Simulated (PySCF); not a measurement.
Compound: C2H4BClF2.
Cartesian coordinates in Å at the PBE0-D3(BJ)/def2-SVP level; atoms count from 1:
```
atom  x, y, z in Å
F1    -2.4681    0.0604    0.9965
B2    -1.4034    0.4141    0.3012
F3    -1.5296    1.4835   -0.4648
C4    -0.0633   -0.3885    0.4012
C5     1.0104    0.0465   -0.5712
Cl6    2.5179   -0.8971   -0.3631
H7    -0.2838   -1.4633    0.2834
H8     0.3016   -0.2892    1.4398
H9     1.2784    1.1031   -0.4363
H10    0.6951   -0.0901   -1.6149
```

Level: PBE0/pcSseg-1 in PySCF, non-relativistic, on one gas-phase PBE0-D3(BJ)/def2-SVP geometry that isn't relaxed in the solvent. The solvent is an IEF-PCM continuum (van der Waals radii × 1.2). Specific hydrogen bonds and non-electrostatic terms are outside this model.

| run | E − E(gas) (kcal/mol) | HOMO (eV) | HOMO–LUMO gap (eV) | dipole (D) |
| --- | --- | --- | --- | --- |
| gas | 0.00 | -8.57 | 8.53 | 0.60 |
| P | -4.28 | -8.55 | 8.85 | 0.89 |
| Q | -1.75 | -8.55 | 8.66 | 0.71 |

The runs were made in cyclohexane and methanol. Which run belongs to which solvent?

P = methanol, Q = cyclohexane. The dielectric constants are 2.017 (cyclohexane), 32.61 (methanol), and the energy falls further as ε rises. In this model the ground state sees the solvent through ε alone.

How constant is the ratio of the lowering to (ε − 1)/(2ε + 1)?

| solvent | (ε − 1)/(2ε + 1) | E − E(gas) (kcal/mol) | ratio (kcal/mol) | polarisation term (kcal/mol) |
| --- | --- | --- | --- | --- |
| cyclohexane | 0.202 | -1.75 | -8.7 | -1.83 |
| methanol | 0.477 | -4.28 | -9.0 | -4.78 |

The ratio changes by +3.4 % in size from cyclohexane to methanol. The polarisation term is half the interaction of the solute with the induced surface charges.
